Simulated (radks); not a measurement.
Valence configurations of Tl. All-electron calculation, scalar-relativistic Kohn-Sham, BLYP, spin-polarised, spherical densities, point nucleus; open shells are filled with parallel spins first (spin-orbit coupling, left out, can overturn this in heavy ions). Program: a radial shooting solver on a logarithmic mesh with Libxc functionals. Order these by energy: [Xe] 4f14 5d9 6p4; [Xe] 4f14 5d9 6s1 6p3; [Xe] 4f13.5 5d10 6s2 6p1.5; [Xe] 4f13 5d10 6s2 6p2; [Xe] 4f14 5d9 6s1.5 6p2.5; [Xe] 4f14 5d10 6s1 6p2; [Xe] 4f13 5d10 6s1.5 6p2.5; [Xe] 4f14 5d10 6s0.5 6p2.5; [Xe] 4f14 5d9 6s2 6p2; [Hg] 6p1.

Answer. From the lowest, in eV above it: [Hg] 6p1 0.000; [Xe] 4f14 5d10 6s1 6p2 6.562; [Xe] 4f14 5d10 6s0.5 6p2.5 10.423; [Xe] 4f14 5d9 6s2 6p2 13.980; [Xe] 4f14 5d9 6s1.5 6p2.5 17.513; [Xe] 4f14 5d9 6s1 6p3 20.917; [Xe] 4f14 5d9 6p4 31.077; [Xe] 4f13.5 5d10 6s2 6p1.5 57.685; [Xe] 4f13 5d10 6s2 6p2 119.49; [Xe] 4f13 5d10 6s1.5 6p2.5 123.16. NIST lists [Hg] 6p1 as the ground configuration; this level of theory agrees among the configurations tried. The energies are those of spherical high-spin densities, not of single terms.
